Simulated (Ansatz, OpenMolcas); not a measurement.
# A ladder of methods for C2H3Cl2Si (SMILES [H]/[C]=C/[SiH](Cl)Cl)

C2H3Cl2Si has 8 atoms, charge 0, and is taken as a doublet. SMILES: `[H]/[C]=C/[SiH](Cl)Cl`. The shape is that of a PBE0-D4/def2-TZVP optimisation. This is one conformer, not always the lowest.

```xyz
8

C    -0.4672    1.5498    0.6593
C    -0.1936    0.2791    0.7379
Si    0.3016   -0.6358   -0.7911
Cl   -1.0131   -2.1666   -1.1309
Cl    2.1641   -1.4435   -0.5346
H    -0.7725    2.3764    1.2856
H    -0.2496   -0.2621    1.6890
H     0.3225    0.2456   -1.9711
```

Quantity: the energy change with the Si3–H8 bond stretched from 1.473 to 1.694 Å, in eV. The values are calculated.

| level | kind | program | value (eV) | CPU time (all runs) |
| --- | --- | --- | --- | --- |
| UPBE/def2-SVP | GGA | Ansatz | 0.26 | 25 s |
| U-r2SCAN/def2-SVP | meta-GGA | Ansatz | 0.32 | 62 s |
| UM06-L/def2-SVP | meta-GGA | OpenMolcas | 0.35 | 2.2 min |
| UTPSS/def2-SVP | meta-GGA | OpenMolcas | 0.32 | 2.3 min |
| UM06-2X/def2-SVP | hybrid meta-GGA | OpenMolcas | 0.35 | 2.1 min |
| U-wB97M-V/def2-SVP | range-separated hybrid | Ansatz | 0.34 | 5.1 min |
| U-wB97X/def2-SVP | range-separated hybrid | Ansatz | 0.34 | 2.4 min |
| UCAM-B3LYP/def2-SVP | range-separated hybrid | Ansatz | 0.34 | 41 s |

The first shape isn't each level's own minimum. The values span 0.26 to 0.35 eV. Times are those of the runs behind each value, whatever else they computed, on shared processors of several kinds: orders of magnitude only.
